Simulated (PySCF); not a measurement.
# Correlation energy of Kr⁸⁺ (krypton, charge +8)

Starting occupation: [Ar] 3d10. All numbers are calculated (PySCF 2.14, X2C-1e with screened-nucleus spin-orbit coupling, Gaussian nucleus, in an uncontracted even-tempered set (18 s from 0.43 bohr⁻², ratio 2.8; 13 p from 0.56 bohr⁻², ratio 2.8; 9 d from 0.56 bohr⁻², ratio 2.8; 4 f from 4.4 bohr⁻², ratio 3)). Frozen: [Ne]; 18 electrons correlated; the 76 highest virtual spinors left out.

MP2 pair energies summed by pair of shells (mhartree):

```tsv
pair	energy	share (%)
3d3/2-3d5/2	-188.46	26.9
3d5/2-3d5/2	-132.16	18.9
3d5/2-3p3/2	-73.44	10.5
3d3/2-3d3/2	-56.75	8.1
3d3/2-3p3/2	-50.63	7.2
3d5/2-3p1/2	-38.38	5.5
3d5/2-3s1/2	-32.76	4.7
3p1/2-3p3/2	-24.54	3.5
3d3/2-3p1/2	-24.02	3.4
3p3/2-3p3/2	-23.92	3.4
3d3/2-3s1/2	-21.90	3.1
3p3/2-3s1/2	-15.60	2.2
3p1/2-3s1/2	-7.92	1.1
3p1/2-3p1/2	-5.93	0.8
3s1/2-3s1/2	-4.16	0.6
```

Total MP2 correlation energy: -700.56 mhartree.
